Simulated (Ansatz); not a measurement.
Molecular dynamics of C2H10AlNSi

input.yaml

```yaml
crystal:
  periodic: [false, false, false]
  atoms:
    - { symbol: C, position_ang: [-2.134001, -1.271565, -1.996118] }
    - { symbol: Al, position_ang: [-0.41544, -1.228955, -1.055673] }
    - { symbol: "N", position_ang: [-0.204286, -0.21036, 0.447868] }
    - { symbol: Si, position_ang: [1.34015, 0.152977, 1.639189] }
    - { symbol: C, position_ang: [1.600654, 2.032599, 1.493378] }
    - { symbol: H, position_ang: [-2.876721, -0.558973, -1.601608] }
    - { symbol: H, position_ang: [-1.998449, -1.054698, -3.070509] }
    - { symbol: H, position_ang: [-2.579109, -2.281673, -1.939874] }
    - { symbol: H, position_ang: [0.824677, -2.119587, -1.466772] }
    - { symbol: H, position_ang: [-0.961955, 0.437728, 0.679704] }
    - { symbol: H, position_ang: [-0.032199, -0.712048, 1.681949] }
    - { symbol: H, position_ang: [2.42278, -0.492202, 0.817597] }
    - { symbol: H, position_ang: [1.664161, 2.336739, 0.433773] }
    - { symbol: H, position_ang: [0.786265, 2.597277, 1.97476] }
    - { symbol: H, position_ang: [2.541673, 2.32194, 1.991535] }
basis:
  gaussian: { orbitals: def2-SVP }
hamiltonian:
  xc: b3lyp
md:
  timestep: 0.5
  n_steps: 200
  ensemble: nve
  temperature: 100.0
  initial_velocities: maxwell_boltzmann
  seed: 7047
```

Run as:

```bash
$ ansatz run input.yaml --threads 2 --pin off --max-ram 3072MiB --backend cpu --events-out ev --progress --plain --runs-dir out
```

It starts at the highest image of a converged band. Of that band: The profile has 3 maxima (images 2, 5, 7) with wells between them (images 3, 6): this band takes more than one step, which may be the mechanism or a detour left from its start path. Neighbouring images differ by up to 3.1 eV, so the band resolves the path poorly. A vibrational analysis at the climbing image gives one clearly imaginary mode, 1436i cm⁻¹: a first-order saddle point.

Output, in part (one step line in 4, the closing report, with atoms numbered from 0):

```
md step     0: t =     0.00 fs  T =   100.0 K  F+E_penalty+E_count = -18194.48454642 eV  E_kin = 0.168038 eV  conserved = -18194.31650842 eV  (27 SCF iters)
md step     4: t =     2.00 fs  T =    68.5 K  F+E_penalty+E_count = -18194.43073019 eV  E_kin = 0.115140 eV  conserved = -18194.31559017 eV  (24 SCF iters)
md step     8: t =     4.00 fs  T =    61.3 K  F+E_penalty+E_count = -18194.41859705 eV  E_kin = 0.102935 eV  conserved = -18194.31566244 eV  (24 SCF iters)
md step    12: t =     6.00 fs  T =    74.2 K  F+E_penalty+E_count = -18194.44104905 eV  E_kin = 0.124766 eV  conserved = -18194.31628286 eV  (27 SCF iters)
md step    16: t =     8.00 fs  T =    57.5 K  F+E_penalty+E_count = -18194.41177646 eV  E_kin = 0.096645 eV  conserved = -18194.31513188 eV  (24 SCF iters)
md step    20: t =    10.00 fs  T =   121.8 K  F+E_penalty+E_count = -18194.52045019 eV  E_kin = 0.204702 eV  conserved = -18194.31574814 eV  (27 SCF iters)
md step    24: t =    12.00 fs  T =   233.2 K  F+E_penalty+E_count = -18194.70695946 eV  E_kin = 0.391902 eV  conserved = -18194.31505778 eV  (26 SCF iters)
md step    28: t =    14.00 fs  T =   474.8 K  F+E_penalty+E_count = -18195.11223687 eV  E_kin = 0.797899 eV  conserved = -18194.31433822 eV  (26 SCF iters)
md step    32: t =    16.00 fs  T =   937.7 K  F+E_penalty+E_count = -18195.89207226 eV  E_kin = 1.575633 eV  conserved = -18194.31643943 eV  (26 SCF iters)
md step    36: t =    18.00 fs  T =  1399.0 K  F+E_penalty+E_count = -18196.66928449 eV  E_kin = 2.350786 eV  conserved = -18194.31849833 eV  (24 SCF iters)
md step    40: t =    20.00 fs  T =  1636.0 K  F+E_penalty+E_count = -18197.06837591 eV  E_kin = 2.749150 eV  conserved = -18194.31922583 eV  (25 SCF iters)
md step    44: t =    22.00 fs  T =  1569.6 K  F+E_penalty+E_count = -18196.95623475 eV  E_kin = 2.637501 eV  conserved = -18194.31873398 eV  (26 SCF iters)
md step    48: t =    24.00 fs  T =  1272.9 K  F+E_penalty+E_count = -18196.45568377 eV  E_kin = 2.139021 eV  conserved = -18194.31666278 eV  (26 SCF iters)
md step    52: t =    26.00 fs  T =   980.0 K  F+E_penalty+E_count = -18195.96321370 eV  E_kin = 1.646815 eV  conserved = -18194.31639863 eV  (26 SCF iters)
md step    56: t =    28.00 fs  T =   735.4 K  F+E_penalty+E_count = -18195.55208059 eV  E_kin = 1.235698 eV  conserved = -18194.31638266 eV  (26 SCF iters)
md step    60: t =    30.00 fs  T =   558.9 K  F+E_penalty+E_count = -18195.25461303 eV  E_kin = 0.939214 eV  conserved = -18194.31539948 eV  (27 SCF iters)
md step    64: t =    32.00 fs  T =   545.6 K  F+E_penalty+E_count = -18195.23328587 eV  E_kin = 0.916892 eV  conserved = -18194.31639359 eV  (26 SCF iters)
md step    68: t =    34.00 fs  T =   607.3 K  F+E_penalty+E_count = -18195.33726301 eV  E_kin = 1.020460 eV  conserved = -18194.31680283 eV  (26 SCF iters)
md step    72: t =    36.00 fs  T =   672.2 K  F+E_penalty+E_count = -18195.44802274 eV  E_kin = 1.129504 eV  conserved = -18194.31851826 eV  (25 SCF iters)
md step    76: t =    38.00 fs  T =   717.0 K  F+E_penalty+E_count = -18195.51856210 eV  E_kin = 1.204904 eV  conserved = -18194.31365857 eV  (25 SCF iters)
md step    80: t =    40.00 fs  T =  1182.0 K  F+E_penalty+E_count = -18196.30705485 eV  E_kin = 1.986280 eV  conserved = -18194.32077464 eV  (24 SCF iters)
md step    84: t =    42.00 fs  T =  1408.5 K  F+E_penalty+E_count = -18196.68794641 eV  E_kin = 2.366828 eV  conserved = -18194.32111826 eV  (26 SCF iters)
md step    88: t =    44.00 fs  T =  1142.9 K  F+E_penalty+E_count = -18196.23797244 eV  E_kin = 1.920492 eV  conserved = -18194.31748060 eV  (26 SCF iters)
md step    92: t =    46.00 fs  T =   802.1 K  F+E_penalty+E_count = -18195.66334057 eV  E_kin = 1.347845 eV  conserved = -18194.31549578 eV  (27 SCF iters)
md step    96: t =    48.00 fs  T =   655.4 K  F+E_penalty+E_count = -18195.41665338 eV  E_kin = 1.101312 eV  conserved = -18194.31534185 eV  (26 SCF iters)
md step   100: t =    50.00 fs  T =   732.5 K  F+E_penalty+E_count = -18195.54674072 eV  E_kin = 1.230895 eV  conserved = -18194.31584532 eV  (25 SCF iters)
md step   104: t =    52.00 fs  T =   976.5 K  F+E_penalty+E_count = -18195.95700744 eV  E_kin = 1.640865 eV  conserved = -18194.31614251 eV  (25 SCF iters)
md step   108: t =    54.00 fs  T =  1307.3 K  F+E_penalty+E_count = -18196.51619344 eV  E_kin = 2.196825 eV  conserved = -18194.31936888 eV  (25 SCF iters)
md step   112: t =    56.00 fs  T =  1281.2 K  F+E_penalty+E_count = -18196.47933042 eV  E_kin = 2.152819 eV  conserved = -18194.32651142 eV  (25 SCF iters)
md step   116: t =    58.00 fs  T =   606.1 K  F+E_penalty+E_count = -18195.32624052 eV  E_kin = 1.018419 eV  conserved = -18194.30782165 eV  (25 SCF iters)
md step   120: t =    60.00 fs  T =   990.9 K  F+E_penalty+E_count = -18195.99071422 eV  E_kin = 1.665150 eV  conserved = -18194.32556431 eV  (25 SCF iters)
md step   124: t =    62.00 fs  T =  1048.7 K  F+E_penalty+E_count = -18196.08194288 eV  E_kin = 1.762179 eV  conserved = -18194.31976410 eV  (24 SCF iters)
md step   128: t =    64.00 fs  T =   702.4 K  F+E_penalty+E_count = -18195.49610342 eV  E_kin = 1.180237 eV  conserved = -18194.31586672 eV  (25 SCF iters)
md step   132: t =    66.00 fs  T =   474.2 K  F+E_penalty+E_count = -18195.11203617 eV  E_kin = 0.796810 eV  conserved = -18194.31522632 eV  (24 SCF iters)
md step   136: t =    68.00 fs  T =   467.1 K  F+E_penalty+E_count = -18195.10038145 eV  E_kin = 0.784932 eV  conserved = -18194.31544945 eV  (25 SCF iters)
md step   140: t =    70.00 fs  T =   660.2 K  F+E_penalty+E_count = -18195.42496419 eV  E_kin = 1.109308 eV  conserved = -18194.31565627 eV  (25 SCF iters)
md step   144: t =    72.00 fs  T =  1021.5 K  F+E_penalty+E_count = -18196.03260704 eV  E_kin = 1.716451 eV  conserved = -18194.31615647 eV  (25 SCF iters)
md step   148: t =    74.00 fs  T =  1451.6 K  F+E_penalty+E_count = -18196.75967499 eV  E_kin = 2.439321 eV  conserved = -18194.32035426 eV  (24 SCF iters)
md step   152: t =    76.00 fs  T =  1418.7 K  F+E_penalty+E_count = -18196.70810000 eV  E_kin = 2.383950 eV  conserved = -18194.32414985 eV  (26 SCF iters)
md step   156: t =    78.00 fs  T =  1030.2 K  F+E_penalty+E_count = -18196.04233867 eV  E_kin = 1.731180 eV  conserved = -18194.31115821 eV  (24 SCF iters)
md step   160: t =    80.00 fs  T =  1293.9 K  F+E_penalty+E_count = -18196.49835875 eV  E_kin = 2.174231 eV  conserved = -18194.32412737 eV  (25 SCF iters)
md step   164: t =    82.00 fs  T =  1022.6 K  F+E_penalty+E_count = -18196.03627125 eV  E_kin = 1.718300 eV  conserved = -18194.31797153 eV  (26 SCF iters)
md step   168: t =    84.00 fs  T =   590.9 K  F+E_penalty+E_count = -18195.30834305 eV  E_kin = 0.992954 eV  conserved = -18194.31538927 eV  (26 SCF iters)
md step   172: t =    86.00 fs  T =   385.1 K  F+E_penalty+E_count = -18194.96191199 eV  E_kin = 0.647194 eV  conserved = -18194.31471841 eV  (26 SCF iters)
md step   176: t =    88.00 fs  T =   519.6 K  F+E_penalty+E_count = -18195.18796601 eV  E_kin = 0.873184 eV  conserved = -18194.31478221 eV  (26 SCF iters)
md step   180: t =    90.00 fs  T =   961.3 K  F+E_penalty+E_count = -18195.93207726 eV  E_kin = 1.615284 eV  conserved = -18194.31679301 eV  (26 SCF iters)
md step   184: t =    92.00 fs  T =  1420.8 K  F+E_penalty+E_count = -18196.70891790 eV  E_kin = 2.387557 eV  conserved = -18194.32136042 eV  (29 SCF iters)
md step   188: t =    94.00 fs  T =  1359.2 K  F+E_penalty+E_count = -18196.60449225 eV  E_kin = 2.283889 eV  conserved = -18194.32060292 eV  (24 SCF iters)
md step   192: t =    96.00 fs  T =  1185.0 K  F+E_penalty+E_count = -18196.30625485 eV  E_kin = 1.991293 eV  conserved = -18194.31496164 eV  (25 SCF iters)
md step   196: t =    98.00 fs  T =  1350.6 K  F+E_penalty+E_count = -18196.59109073 eV  E_kin = 2.269528 eV  conserved = -18194.32156229 eV  (28 SCF iters)
md step   200: t =   100.00 fs  T =  1107.8 K  F+E_penalty+E_count = -18196.17893834 eV  E_kin = 1.861464 eV  conserved = -18194.31747463 eV  (28 SCF iters)
Total energy: -18196.17925880 eV, -668.6972539477 hartree
Atom 0 at    -2.088857    -1.245408    -1.868548 Å, force    -0.473077     0.590073     0.385567 eV/Å
Atom 1 at    -0.304911    -1.223357    -1.013130 Å, force    -1.234863     0.444172     0.041288 eV/Å
Atom 2 at    -0.298493    -0.104404     0.432085 Å, force     2.575901    -0.352327    -0.554644 eV/Å
Atom 3 at     1.230574     0.150114     1.436411 Å, force    -1.822552    -3.976957     1.154434 eV/Å
Atom 4 at     1.627065     1.926087     1.613429 Å, force     0.480906     0.584545    -0.595693 eV/Å
Atom 5 at    -2.556679    -0.247513    -2.073891 Å, force     0.378911    -0.304544     0.193989 eV/Å
Atom 6 at    -1.993475    -1.722377    -2.839643 Å, force    -0.140556    -0.436431    -0.506317 eV/Å
Atom 7 at    -2.862123    -1.786900    -1.271146 Å, force     0.360820    -0.000398    -0.240044 eV/Å
Atom 8 at     0.754706    -2.169511    -1.731540 Å, force     0.299304     0.190684     0.443878 eV/Å
Atom 9 at    -1.108538     0.523235     0.445435 Å, force     0.381100    -0.047941     0.323961 eV/Å
Atom 10 at     0.711005    -0.760142     2.793782 Å, force     0.904710     1.860103    -1.183604 eV/Å
Atom 11 at     2.404205    -0.872026     1.136085 Å, force    -0.935106     1.076541    -0.526674 eV/Å
Atom 12 at     1.967615     2.479041     0.720942 Å, force    -0.404429    -0.490550    -0.516333 eV/Å
Atom 13 at     0.588402     2.225617     1.806519 Å, force     0.208617     1.000897     0.686663 eV/Å
Atom 14 at     2.436919     2.220157     2.293811 Å, force    -0.579685    -0.137867     0.893528 eV/Å
Dipole moment:     0.079108     0.489315    -0.023361 e Å
```

All steps were run. The conserved energy stayed within 0.67 meV per atom of its start (net change -0.064 meV per atom), so the integration is sound. The kinetic energy rose, since the run started high on the potential surface and went downhill. A run of 0.1 ps of so small a system gives no equilibrium averages. The orbitals stay closed-shell, which can raise the energy where a bond breaks towards radicals; this wasn't checked here.

Between its relaxed ends the band would form Al2–Si4, N3–H11 and break Si4–H11. These pairs go: Al2–Si4 3.50 → 3.20 Å, N3–H11 1.34 → 2.65 Å, Si4–H11 1.62 → 1.71 Å. In the last frame they stand as before the step (other bonds may differ from the relaxed reactants and products). These pairs come and go: their bonding changes 8 times, last at 90 of 100 fs, so the outcome isn't settled. It ends as one piece, C2H10AlNSi. Pairs count as bonded within 1.25 times the sum of covalent radii (0.12 Å more for H–H).

Last frame:

```xyz
15
Properties=species:S:1:pos:R:3
C -2.089 -1.245 -1.869
Al -0.305 -1.223 -1.013
N -0.298 -0.104 0.432
Si 1.231 0.150 1.436
C 1.627 1.926 1.613
H -2.557 -0.247 -2.074
H -1.994 -1.722 -2.840
H -2.862 -1.787 -1.271
H 0.755 -2.170 -1.732
H -1.109 0.523 0.445
H 0.711 -0.760 2.794
H 2.404 -0.872 1.136
H 1.968 2.479 0.721
H 0.588 2.226 1.806
H 2.437 2.220 2.294
```

Run time: 9.6 min on 2 threads of Intel(R) Xeon(R) Platinum 8488C (Sapphire Rapids), on a shared host, peak memory 0.32 GiB.
